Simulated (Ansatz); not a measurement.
# Ligand exchange: C2H6Mg + C4H9NO → C2H7MgN + C4H8O

Species: C2H6Mg `C[CH2][MgH]`, singlet; C4H9NO (butyramide) `CCCC(N)=O`, singlet; C2H7MgN `C[CH2][Mg][NH2]`, singlet; C4H8O `CCCC=O`, singlet. The partners trade H for NH2: Mg–H and C–NH2 bonds give way to Mg–NH2 and C–H.

Shapes, held fixed at every level: PBE0-D4/def2-TZVP. Flexible molecules stand in one conformer, not always the lowest. Programs: Ansatz 0.2.0. Electronic energies: no zero-point or thermal term.

| level | kind | ΔE (kJ/mol) | less CCSD(T)/def2-TZVPP |
| --- | --- | --- | --- |
| r2SCAN-D4/def2-TZVPP | meta-GGA | -16.3 | +13.8 |
| B3LYP-D4/def2-TZVPP | global hybrid | -20.2 | +9.9 |
| wB97M-V/def2-TZVPP | range-separated hybrid | -20.9 | +9.2 |
| wB97X-V/def2-TZVPP | range-separated hybrid | -16.9 | +13.2 |
| B2PLYP/def2-TZVPP | double hybrid | -28.1 | +2.0 |
| MP2/def2-TZVPP | perturbation theory | -34.5 | -4.4 |
| CCSD/def2-TZVPP | coupled cluster or CI | -31.0 | -0.9 |
| CCSD(T)/def2-TZVPP | coupled cluster or CI | -30.1 | 0.0 |

The highest level, CCSD(T)/def2-TZVPP, gives ΔE = -30.1 kJ/mol; the levels span -34.5 to -16.3. The column of differences is taken from that level and isn't an error. No measured value is set beside it here. Outer-core shells of Mg are correlated, in sets that cover them unevenly.
